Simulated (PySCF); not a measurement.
CH3Cl3Si, charge -1, doublet, at a GFN2-xTB geometry (a state made from the parent by changing its charge; the spin is typed, not shown lowest); DF-R2SCAN/6-31G* (PySCF).

The PySCF input:
```python
from pyscf import gto, scf, dft

mol = gto.M(
    atom='''
C    -1.88086609   -0.24439940    0.19810488
Si   -0.03103582    0.22941078    0.24173562
Cl    0.94280005   -0.93243123   -1.17927851
Cl   -0.31054700    2.07327251   -1.15476151
Cl    0.45531735   -1.18432133    2.03091734
H    -2.02275001   -1.28867211    0.46708769
H    -2.44430575    0.35993545    0.90406427
H    -2.30194304   -0.07745725   -0.79099435
''',
    basis='6-31g*',
    charge=-1,
    spin=1,
    verbose=4,
)

mf = dft.UKS(mol)
mf.xc = 'r2scan'
mf.diis = False
mf.max_cycle = 100
mf = mf.density_fit(auxbasis='def2-universal-jkfit')
mf.kernel()
mf.analyze()
```

Predict the main parts of the log of this PySCF run.


```
PySCF version 2.14.0

[INPUT] verbose = 4
[INPUT] num. atoms = 8
[INPUT] num. electrons = 75
[INPUT] charge = -1
[INPUT] spin (= nelec alpha-beta = 2S) = 1
[INPUT] symmetry False subgroup None
[INPUT] Mole.unit = angstrom
[INPUT] Symbol           X                Y                Z      unit          X                Y                Z       unit  Magmom
[...]
nuclear repulsion = 412.129908766996
number of shells = 44
number of NR pGTOs = 243
number of NR cGTOs = 92
basis = 6-31g*
ecp = {}

******** <class 'pyscf.df.df_jk.DFUKS'> ********
method = DFUKS
initial guess = minao
damping factor = 0
level_shift factor = 0
DIIS disabled
SCF conv_tol = 1e-09
SCF conv_tol_grad = None
SCF max_cycles = 100
direct_scf = False
number electrons alpha = 38  beta = 37
XC library pyscf.dft.libxc version 7.1.2
    S. Lehtola, C. Steigemann, M. J. T. Oliveira, and M. A. L. Marques,  SoftwareX 7, 1–5 (2018)
XC functionals = r2scan
    J. W. Furness, A. D. Kaplan, J. Ning, J. P. Perdew, and J. Sun,  J. Phys. Chem. Lett. 11, 8208–8215 (2020)
    J. W. Furness, A. D. Kaplan, J. Ning, J. P. Perdew, and J. Sun,  J. Phys. Chem. Lett. 11, 9248–9248 (2020)
    J. W. Furness, A. D. Kaplan, J. Ning, J. P. Perdew, and J. Sun,  J. Phys. Chem. Lett. 11, 8208–8215 (2020)
    J. W. Furness, A. D. Kaplan, J. Ning, J. P. Perdew, and J. Sun,  J. Phys. Chem. Lett. 11, 9248–9248 (2020)
radial grids:
    Treutler-Ahlrichs [JCP 102, 346 (1995); DOI:10.1063/1.469408] (M4) radial grids

becke partition: Becke, JCP 88, 2547 (1988); DOI:10.1063/1.454033
pruning grids: <function nwchem_prune>
grids dens level: 3
symmetrized grids: False
atomic radii adjust function: <function treutler_atomic_radii_adjust>
small_rho_cutoff = 0
Set gradient conv threshold to 3.16228e-05
tot grids = 119368
init E= -1709.95432805605

cycle= 1 E= -1709.86999369281  delta_E= 0.0843  |g|= 0.401  |ddm|= 1.99
cycle= 2 E= -1709.81758633228  delta_E= 0.0524  |g|= 0.499  |ddm|= 1.18
cycle= 3 E= -1709.73190576213  delta_E= 0.0857  |g|= 0.625  |ddm|=  1.4
cycle= 4 E= -1709.45769772172  delta_E= 0.274  |g|= 0.899  |ddm|= 1.88
cycle= 5 E= -1709.19228020342  delta_E= 0.265  |g|= 1.11  |ddm|= 2.62
cycle= 6 E= -1707.80968132731  delta_E= 1.38  |g|= 1.82  |ddm|= 3.68

cycle= 7 E= -1706.90995683339  delta_E=  0.9  |g|= 2.01  |ddm|= 7.71
cycle= 8 E= -1697.89133925184  delta_E= 9.02  |g|= 4.02  |ddm|= 9.57
cycle= 9 E= -1678.94441659382  delta_E= 18.9  |g|= 4.75  |ddm|= 17.3
[...]
SCF not converged.
Total Energy =                       -1600.893139486278187
[...]
spin_pop of  3 Cl 2pz       0.00002
spin_pop of  3 Cl 3px       0.19453
spin_pop of  3 Cl 3py       0.12427
spin_pop of  3 Cl 3pz       0.03381
spin_pop of  3 Cl 4px       0.00892
spin_pop of  3 Cl 4py       0.00477
spin_pop of  3 Cl 4pz       0.00119
spin_pop of  3 Cl 3dxy      0.01848
spin_pop of  3 Cl 3dyz      0.00229
spin_pop of  3 Cl 3dz^2     0.00421
spin_pop of  3 Cl 3dxz      0.00181
spin_pop of  3 Cl 3dx2-y2    0.00006
spin_pop of  4 Cl 1s       -0.00000
spin_pop of  4 Cl 2s       -0.00001
spin_pop of  4 Cl 3s        0.00001
spin_pop of  4 Cl 4s        0.00027
spin_pop of  4 Cl 2px      -0.00007
spin_pop of  4 Cl 2py      -0.00004
spin_pop of  4 Cl 2pz      -0.00005
spin_pop of  4 Cl 3px       0.00006
spin_pop of  4 Cl 3py       0.00012
spin_pop of  4 Cl 3pz       0.00104
spin_pop of  4 Cl 4px       0.00004
spin_pop of  4 Cl 4py       0.00004
spin_pop of  4 Cl 4pz       0.00002
spin_pop of  4 Cl 3dxy      0.00002
spin_pop of  4 Cl 3dyz      0.00002
spin_pop of  4 Cl 3dz^2     0.00000
spin_pop of  4 Cl 3dxz      0.00002
spin_pop of  4 Cl 3dx2-y2    0.00001
spin_pop of  5 H 1s        0.00000
spin_pop of  5 H 2s        0.00002
spin_pop of  6 H 1s        0.00000
spin_pop of  6 H 2s        0.00002
spin_pop of  7 H 1s        0.00012
spin_pop of  7 H 2s        0.00005
 ** Mulliken Spin Density (per atom)  **
spin density of  0 C =      0.00056
spin density of  1 Si =      0.12017
spin density of  2 Cl =      0.01282
spin density of  3 Cl =      0.86474
spin density of  4 Cl =      0.00150
spin density of  5 H =      0.00002
spin density of  6 H =      0.00003
spin density of  7 H =      0.00017
 ** Mulliken pop alpha/beta on meta-lowdin orthogonal AOs **
 ** Mulliken pop       alpha | beta **
In total            38.00000 | 37.00000
 ** Mulliken atomic charges   ( Nelec_alpha | Nelec_beta ) **
charge of  0C =      3.91534  (     1.04261      1.04205 )
charge of  1Si =     -2.19228  (     8.15622      8.03606 )
charge of  2Cl =    -18.61087  (    17.81184     17.79902 )
charge of  3Cl =      5.97913  (     5.94280      5.07806 )
charge of  4Cl =      6.92795  (     5.03677      5.03527 )
charge of  5H =      0.99295  (     0.00353      0.00352 )
charge of  6H =      0.99498  (     0.00252      0.00250 )
charge of  7H =      0.99279  (     0.00369      0.00352 )

WARN: System has nonzero charge -1; the dipole moment is origin-dependent.
Location of origin: [0. 0. 0.]

Dipole moment(X, Y, Z, Debye): -168.28554, 104.17444, 165.30303
```

The run did not converge; its last values are not results.
